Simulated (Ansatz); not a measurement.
Input for Ansatz (development build ahead of 0.2.0):

```yaml
crystal:
  periodic: [false, false, false]
  atoms:
    - { symbol: H, position_ang: [1.84, 0.0, 0.0] }
    - { symbol: H, position_ang: [1.48859, 1.08152, 0.0] }
    - { symbol: H, position_ang: [0.56859, 1.74994, 0.0] }
    - { symbol: H, position_ang: [-0.56859, 1.74994, 0.0] }
    - { symbol: H, position_ang: [-1.48859, 1.08152, 0.0] }
    - { symbol: H, position_ang: [-1.84, 0.0, 0.0] }
    - { symbol: H, position_ang: [-1.48859, -1.08152, 0.0] }
    - { symbol: H, position_ang: [-0.56859, -1.74994, 0.0] }
    - { symbol: H, position_ang: [0.56859, -1.74994, 0.0] }
    - { symbol: H, position_ang: [1.48859, -1.08152, 0.0] }
basis:
  gaussian: { orbitals: cc-pVDZ }
total_charge: 1
magnetization:
  spin_polarized: true
  initial_magnetization: 1
hamiltonian:
  xc: hf
correlation:
  method: mp2
  frozen_orbitals: { H: 0 }
output:
  forces: true
```

The input is written out in the form of the current development build from the run's settings.

The run gave:

```
Converged                       : yes
Reference energy                : -4.98432 hartree
Correlation energy              : -0.16065 hartree
Total energy                    : -5.14497 hartree
Spin squared of the determinant : 0.881
Stability test                  : minimum
```

Forces (eV/Å):
```json
{"atom": "H1", "Fx": "-0.840", "Fy": "-1.478", "Fz": "0.000"}
{"atom": "H2", "Fx": "-0.898", "Fy": "-0.653", "Fz": "0.000"}
{"atom": "H3", "Fx": "-1.665", "Fy": "-0.342", "Fz": "0.000"}
{"atom": "H4", "Fx": "2.585", "Fy": "-0.218", "Fz": "0.000"}
{"atom": "H5", "Fx": "-0.591", "Fy": "-2.526", "Fz": "0.000"}
{"atom": "H6", "Fx": "0.840", "Fy": "1.478", "Fz": "0.000"}
{"atom": "H7", "Fx": "0.898", "Fy": "0.653", "Fz": "0.000"}
{"atom": "H8", "Fx": "1.665", "Fy": "0.342", "Fz": "0.000"}
{"atom": "H9", "Fx": "-2.585", "Fy": "0.218", "Fz": "0.000"}
{"atom": "H10", "Fx": "0.591", "Fy": "2.526", "Fz": "0.000"}
```

Caution: bonds are stretched, where a single reference can fail; the unrestricted determinant is spin contaminated; the charge can sit on one fragment and break the point group; the determinant breaks the point group.
